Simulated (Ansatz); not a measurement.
niobium atom (Nb), sextet (core potentials on Nb); PBE/def2-SV(P) (Ansatz, a first-principles code).

Ansatz was given this input:
Ansatz 0.2 input:
```yaml
crystal:
  periodic: [false, false, false]
  atoms:
    - {symbol: Nb, position_ang: [0.00000000, 0.00000000, 0.00000000]}
basis:
  gaussian:
    orbitals: def2-SV_P_.json
hamiltonian:
  xc: pbe
magnetization: {spin_polarized: true, initial_magnetization: 5}
```
The basis file holds def2-SV(P) in the JSON format of the Basis Set Exchange.

Task: Write the output that Ansatz gives for this input, abridged.

Result: 
```
Functional definition: PBE
264 factors; their error is unknown
mean field evaluation 1: about -1541.1064 eV, gradient 2.1e1 eV
mean field evaluation 2: about -1508.0596 eV, gradient 5.2e1 eV
mean field evaluation 4: about -1546.1480 eV, gradient 3.9e0 eV
mean field evaluation 8: about -1546.1711 eV, gradient 3.2e0 eV
mean field evaluation 16: about -1546.2295 eV, gradient 7.2e-5 eV
mean field evaluation 32: about -1542.6539 eV, gradient 9.5e0 eV
mean field evaluation 64: about -1546.2217 eV, gradient 3.7e-1 eV
mean field evaluation 96: about -1546.2295 eV, gradient 4.6e-3 eV
mean field evaluation 128: about -1546.2217 eV, gradient 3.7e-1 eV
mean field -1546.22946795 eV, -56.8228848754 hartree, gradient 3.6e-7 eV, S^2 8.750307; 9 other end points of the search recorded, 0 dependent functions left out
reference -1546.22950243 eV, -56.8228861422 hartree; 9, 4 occupied and 15, 20 virtual orbitals, 264 factors
Total energy: -1546.22950243 eV, -56.8228861422 hartree
```
